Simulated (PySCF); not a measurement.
Molfile (atoms numbered from 1):
```
C5H7NOSi
     RDKit          3D

 15 15  0  0  0  0  0  0  0  0999 V2000
    4.0545    0.1152   -0.7612 O   0  0  0  0  0  0  0  0  0  0  0  0
    3.0564    0.1049   -0.1578 C   0  0  0  0  0  0  0  0  0  0  0  0
    2.0559    0.0956    0.4898 N   0  0  0  0  0  0  0  0  0  0  0  0
    0.4123    0.0599    0.9830 Si  0  0  0  0  0  4  0  0  0  0  0  0
   -0.6028    1.3887    0.1256 C   0  0  0  0  0  0  0  0  0  0  0  0
   -1.4114    0.5748   -0.8488 C   0  0  0  0  0  0  0  0  0  0  0  0
   -1.3632   -0.7559   -0.7853 C   0  0  0  0  0  0  0  0  0  0  0  0
   -0.5000   -1.4140    0.2575 C   0  0  0  0  0  0  0  0  0  0  0  0
    0.4207    0.1307    2.4638 H   0  0  0  0  0  0  0  0  0  0  0  0
   -1.2479    1.9293    0.8275 H   0  0  0  0  0  0  0  0  0  0  0  0
    0.0099    2.1442   -0.3747 H   0  0  0  0  0  0  0  0  0  0  0  0
   -2.0272    1.0772   -1.5894 H   0  0  0  0  0  0  0  0  0  0  0  0
   -1.9391   -1.3695   -1.4723 H   0  0  0  0  0  0  0  0  0  0  0  0
    0.1702   -2.1628   -0.1748 H   0  0  0  0  0  0  0  0  0  0  0  0
   -1.1040   -1.9366    1.0076 H   0  0  0  0  0  0  0  0  0  0  0  0
  1  2  2  0
  2  3  2  0
  3  4  1  0
  4  5  1  0
  5  6  1  0
  6  7  2  0
  7  8  1  0
  8  4  1  0
  4  9  1  0
  5 10  1  0
  5 11  1  0
  6 12  1  0
  7 13  1  0
  8 14  1  0
  8 15  1  0
M  END
```

Geometry: PBE0-D3(BJ)/def2-TZVP; GIAO absolute shieldings from PySCF, gas phase, non-relativistic, averaged over equivalent atoms.

At PBE0/pcSseg-2 (393 basis functions):
| atoms | σ (ppm) |
| --- | --- |
| O1 | 196.2 |
| C6/C7 | 42.6 |
| C2 | 55.0 |
| C5/C8 | 164.3 |
| N3 | 220.3 |
| Si4 | 352.7 |
| H12/H13 | 25.15 |
| H9 | 26.20 |
| H10/H15 | 29.82 |
| H11/H14 | 29.87 |

**Question.** Predict the values at B97-2/pcSseg-2 on the same geometry.

**Answer.** 
| atoms | σ at B97-2/pcSseg-2 | change |
| --- | --- | --- |
| O1 | 198.5 | +2.3 |
| C6/C7 | 44.9 | +2.3 |
| C2 | 56.9 | +1.9 |
| C5/C8 | 164.0 | -0.3 |
| N3 | 221.2 | +0.9 |
| Si4 | 360.4 | +7.7 |
| H12/H13 | 25.31 | +0.16 |
| H9 | 26.42 | +0.22 |
| H10/H15 | 29.95 | +0.13 |
| H11/H14 | 29.99 | +0.12 |

The largest change is at Si4 (silicon bonded to 2 C, N, H, in a 5-membered ring). Cost: 393 basis functions. The order of the carbon signals is the same at both levels.
